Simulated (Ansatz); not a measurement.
Basis-set extrapolation for C2H8O3Si2, SMILES `C=C[Si](O)(O)O[SiH3]` (PBE0-D4/def2-TZVP geometry, frozen core, the Gaussian-basis code of Ansatz). Multiplicity 1, RHF reference.

|  | def2-TZVPP | def2-QZVPP |
| --- | --- | --- |
| HF | -883.214043 | -883.247939 |
| MP2 correlation | -1.270925 | -1.369276 |
| CCSD(T) correlation | -1.368266 | not run |

Energies in hartree. Use E(X) = E(∞) + A·exp(−7.88·√X) for Hartree–Fock and E(X) = E(∞) + B·X^(−2.97) for correlation, with X = 3 and 4, and add CCSD(T) minus MP2 of the smaller set to the MP2 limit.

Problem. What is the CCSD(T) energy at the basis-set limit?

Solution. HF limit: -883.247939 + (-0.033896) × 0.13774 = -883.25261. MP2 limit: -1.369276 + (-0.098351) × 0.74074 = -1.44213. Higher-order term: -1.368266 − (-1.270925) = -0.09734. Total: -884.79208 hartree, 550.8 kJ/mol below CCSD(T)/def2-TZVPP.
